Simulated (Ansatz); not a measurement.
BrGaHNZn at its PBE0-D4/def2-TZVP geometry, where that method's forces vanish. Charge 0, multiplicity 1. The bonds changed during the relaxation, so this is another structure than the one it started from.

```csv
atom,x (Å),y (Å),z (Å)
Br1,2.9042,-0.6566,1.1686
Ga2,-1.5464,-0.0599,-1.9047
N3,-0.8015,0.2176,-0.2084
Zn4,0.8462,-0.1544,0.4562
H5,-1.4026,0.6533,0.4883
```

Question: For each bond, give half the difference of the two atoms' forces along it (eV/Å; positive pushes the atoms apart) under PBE-D4, r2SCAN-D4, B3LYP-D4, ωB97M-V in def2-TZVPP. (An estimate is asked.)

Answer: The calculation gave: 
```json
{"bond": "Br1–Zn4", "length (Å)": "2.235", "PBE-D4": "0.03", "r2SCAN-D4": "-0.06", "B3LYP-D4": "0.10", "ωB97M-V": "-0.05"}
{"bond": "Ga2–N3", "length (Å)": "1.873", "PBE-D4": "0.20", "r2SCAN-D4": "-0.04", "B3LYP-D4": "0.18", "ωB97M-V": "0.04"}
{"bond": "N3–Zn4", "length (Å)": "1.815", "PBE-D4": "-0.07", "r2SCAN-D4": "-0.05", "B3LYP-D4": "0.02", "ωB97M-V": "0.04"}
{"bond": "N3–H5", "length (Å)": "1.018", "PBE-D4": "0.27", "r2SCAN-D4": "0.10", "B3LYP-D4": "-0.08", "ωB97M-V": "-0.06"}
```

B3LYP here is the variant with VWN-RPA as its local correlation; programs differ in this.

Computed with Ansatz.
